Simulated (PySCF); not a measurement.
Computed IR spectrum (relative IR intensity) of a molecule C₂H₉NOSi. Coordinates come from a B3LYP-D3(BJ)/def2-SVP optimisation. One conformer was computed; it need not be the lowest. The numbers are results of B3LYP-D3(BJ)/def2-SVP (PySCF 2.14.0), not measurements. Frequencies are harmonic and unscaled.

Lines under 2 % of the strongest are left out, and lines within 2 cm⁻¹ are merged.

ν (cm⁻¹): 188 (vw), 300 (s), 316 (w), 375 (m), 635 (w), 670 (w), 749 (w), 783 (w), 830 (m), 875 (m), 896 (vs), 940 (vs), 1148 (vs), 1211 (m), 1276 (m), 1478 (w), 1541 (m), 2207 (s), 2972 (m), 3032 (m), 3089 (m), 3121 (vw), 3134 (vw), 3575 (w), 3669 (w) (against the strongest line: vs over 80 %, s over 45 %, m over 15 %, w over 4 %, vw less)

Identify the compound among the candidates.
A) C[Si](C)(N)O
B) CO[SiH](C)N
C) COC[SiH2]N
D) CN[Si@H](C)O

B, CO[SiH](C)N
